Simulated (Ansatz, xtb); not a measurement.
**CH4BFGe: which of two isomers lies lower**

Structure a: `FB[CH2][GeH]`, a singlet. Structure b: `C[B](F)[GeH]`, a singlet. Both are isolated molecules in the gas phase, relaxed with PBE0-D3(BJ)/def2-SVP; the shapes shown needn't be the lowest conformers.

a (Å):

```yaml
atoms:
  - { symbol: C, position_ang: [1.7041, -0.2919, 1.4397] }
  - { symbol: B, position_ang: [0.2931, -0.4254, 0.8462] }
  - { symbol: F, position_ang: [-0.6494, -1.0929, 1.5220] }
  - { symbol: Ge, position_ang: [1.5099, 1.3334, 2.6139] }
  - { symbol: H, position_ang: [-0.0473, 0.0972, -0.1925] }
  - { symbol: H, position_ang: [2.1210, -1.1135, 2.0381] }
  - { symbol: H, position_ang: [2.4453, 0.0484, 0.6918] }
  - { symbol: H, position_ang: [0.3303, 1.9668, 1.7273] }
```

b (Å):

```yaml
atoms:
  - { symbol: C, position_ang: [1.2907, -0.8492, 1.6700] }
  - { symbol: B, position_ang: [1.2892, 0.6639, 1.2513] }
  - { symbol: F, position_ang: [2.1068, 1.4872, 1.9158] }
  - { symbol: Ge, position_ang: [0.0941, 1.3596, -0.3386] }
  - { symbol: H, position_ang: [0.5222, -1.4700, 1.1857] }
  - { symbol: H, position_ang: [1.1790, -0.9379, 2.7641] }
  - { symbol: H, position_ang: [2.2782, -1.2770, 1.4178] }
  - { symbol: H, position_ang: [-1.0609, 1.5706, 0.7481] }
```

**Question.** Estimate E(b) − E(a) at the level CCSD(T)/def2-TZVP.

**Answer.** Calculated at CCSD(T)/def2-TZVP: E(b) − E(a) = +29.2 kJ/mol, so structure a lies lower.

The same difference at several levels:

| level | geometry | E(b) − E(a) (kJ/mol) | departure from the last row (kJ/mol) | job, with rough time for the two |
| --- | --- | --- | --- | --- |
| GFN2-xTB | GFN2-xTB | +75.9 | +46.7 | optimisation, 0.14 s |
| HF/STO-3G | GFN2-xTB | +5.6 | −23.6 | single point, 0.32 s |
| r2SCAN-D4/def2-SVP | GFN2-xTB | +19.4 | −9.8 | single point, 2.8 s |
| PBE0-D3(BJ)/def2-SVP | PBE0-D3(BJ)/def2-SVP | +24.8 | −4.4 | optimisation, 65 s |
| HF/def2-TZVP | PBE0-D3(BJ)/def2-SVP | +25.5 | −3.7 | part of the CCSD(T) run |
| MP2/def2-TZVP | PBE0-D3(BJ)/def2-SVP | +35.1 | +5.9 | part of the CCSD(T) run |
| CCSD(T)/def2-TZVP | PBE0-D3(BJ)/def2-SVP | +29.2 |  | single point, 1.9 min |

As drawn, b has 1 B–Ge, 1 C–H in place of 1 C–Ge, 1 B–H.

None of the levels shown reverses the order. The largest departure from CCSD(T)/def2-TZVP is that of GFN2-xTB, 46.7 kJ/mol.

With harmonic frequencies from PBE0-D3(BJ)/def2-SVP (ideal gas, rigid rotor, one conformer each, 298.15 K, 1 atm): on the last row, ΔE + ΔZPE = +30.6, ΔH = +32.3, ΔG = +28.6 kJ/mol.

The correlated steps freeze 12 core orbitals; the filled d shell of Ge is correlated, in a basis made for valence electrons. Programs: Ansatz 0.2.0, xtb 6.7.1; the last row on 2 threads of Arm Neoverse V2 on a shared host.
